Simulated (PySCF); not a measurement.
Molfile (atoms numbered from 1):
```
C3H9NOSi
     RDKit          3D

 15 15  0  0  0  0  0  0  0  0999 V2000
    2.2858   -0.0959   -0.6262 N   0  0  0  0  0  0  0  0  0  0  0  0
    1.0316   -0.2509    0.5455 Si  0  0  1  0  0  4  0  0  0  0  0  0
   -0.2553    1.1465    0.4362 C   0  0  0  0  0  0  0  0  0  0  0  0
   -1.3301    0.4855   -0.4271 C   0  0  0  0  0  0  0  0  0  0  0  0
   -1.3099   -1.0063   -0.0945 C   0  0  0  0  0  0  0  0  0  0  0  0
    0.0230   -1.4341    0.0345 O   0  0  0  0  0  0  0  0  0  0  0  0
    3.0721    0.4884   -0.3970 H   0  0  0  0  0  0  0  0  0  0  0  0
    2.6080   -0.9485   -1.0566 H   0  0  0  0  0  0  0  0  0  0  0  0
    1.4460   -0.5472    1.9203 H   0  0  0  0  0  0  0  0  0  0  0  0
   -0.6567    1.3826    1.4214 H   0  0  0  0  0  0  0  0  0  0  0  0
    0.0875    2.0762   -0.0092 H   0  0  0  0  0  0  0  0  0  0  0  0
   -2.3249    0.9039   -0.2679 H   0  0  0  0  0  0  0  0  0  0  0  0
   -1.0661    0.6063   -1.4787 H   0  0  0  0  0  0  0  0  0  0  0  0
   -1.7837   -1.6077   -0.8754 H   0  0  0  0  0  0  0  0  0  0  0  0
   -1.8317   -1.1908    0.8525 H   0  0  0  0  0  0  0  0  0  0  0  0
  1  2  1  0
  2  3  1  0
  3  4  1  0
  4  5  1  0
  5  6  1  0
  6  2  1  0
  1  7  1  0
  1  8  1  0
  2  9  1  1
  3 10  1  0
  3 11  1  0
  4 12  1  0
  4 13  1  0
  5 14  1  0
  5 15  1  0
M  END
```

Geometry: GFN2-xTB; GIAO shifts from PySCF, gas phase, non-relativistic, averaged over equivalent atoms.

At PBE0/pcSseg-1 (154 basis functions, 25 s wall time on 1 thread of an Arm Neoverse V1, shared host):
```
atoms  δ (ppm)
   N1     21.5
  Si2      5.2
   C5     71.1
   C4     28.3
   C3     15.8
   O6     51.1
   H9     5.36
  H14     4.40
  H15     3.76
  H13     1.94
  H12     1.80
  H11     0.79
  H10     0.49
H7/H8     0.33
```

Referencing at the same level of theory: 15N (267.73 ppm) vs NH3; 29Si (349.16 ppm), 13C (186.93 ppm), 1H (31.72 ppm) vs TMS; H2O for 17O (336.08 ppm).

Question: What do these become at revPBE/pcSseg-1?

Answer: 
```tsv
atoms	δ at revPBE/pcSseg-1	change
N1	23.9	+2.4
Si2	2.0	-3.2
C5	73.4	+2.3
C4	29.9	+1.6
C3	17.1	+1.3
O6	63.3	+12.2
H9	5.67	+0.31
H14	4.51	+0.11
H15	3.91	+0.15
H13	1.97	+0.03
H12	1.89	+0.09
H11	0.85	+0.06
H10	0.54	+0.05
H7/H8	0.21	-0.12
```

Referencing at the same level of theory: 15N (σ = 265.38 ppm) against NH3; 29Si (σ = 336.46 ppm) and 13C (σ = 182.71 ppm) and 1H (σ = 31.77 ppm) against TMS; 17O (σ = 334.01 ppm) vs H2O.

The largest change is at O6 (oxygen bonded to C, Si, in a 5-membered ring). Cost: 154 basis functions, 24 s wall time on 1 thread of an Arm Neoverse V1, shared host. The order of the carbon signals is the same at both levels.

Experimental scales use liquid or dissolved standards, which lie at an offset from isolated NH3 (liquid NH3: subtract about 20 ppm) and H2O (liquid H2O: subtract about 36 ppm).
